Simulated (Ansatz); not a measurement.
A series at In: from trimethylindium, ligands are replaced one by one, each step taking up H–F and setting free CH₄; n counts the steps. Ansatz, PBE0-D4/def2-TZVP geometries.

CBS adds triple-zeta CCSD(T) − MP2 to the MP2 limit, frozen cores; atoms without spin–orbit coupling. Elements past krypton have def2 core potentials. Outer-core shells of In are correlated without core-valence functions. Spin–orbit coupling is left out.

```json
{"n": "0", "molecule": "`[CH3][In]([CH3])[CH3]`", "atomization energy, CCSD(T)/CBS (kJ/mol)": "?"}
{"n": "1", "molecule": "`[CH3][In]([CH3])[F]`", "atomization energy, CCSD(T)/CBS (kJ/mol)": "3464.3"}
{"n": "2", "molecule": "`[CH3][In]([F])[F]`", "atomization energy, CCSD(T)/CBS (kJ/mol)": "2378.2"}
{"n": "3", "molecule": "`[F][In]([F])[F]`", "atomization energy, CCSD(T)/CBS (kJ/mol)": "1243.2"}
```

Question: By hand: fit a straight line y = ȳ + b (n − n̄) to the 3 given rows and predict n = 0.

Answer: n̄ = 2.000, ȳ = 2361.90; Σ(n − n̄)(y − ȳ) = -2221.10, Σ(n − n̄)² = 2.000, so b = -1110.55 kJ/mol a step. Prediction: 2361.90 + (-1110.55) × (-2.000) = 4583.0 kJ/mol.

Question: By hand: compare with the computed value, 4510.6 kJ/mol, and give the steps along the whole series.

Answer: The line misses by -72.4 kJ/mol (computed minus predicted). Steps: -1046.3, -1086.1, -1135.0 kJ/mol.

The steps differ by up to 88.7 kJ/mol, small against a whole step but well beyond the method's doubt, so the ligands' effects don't simply add. The miss is 2.2 % of the series' range. The energies themselves are unsure by some kJ/mol a bond, though much of that is common to the series.
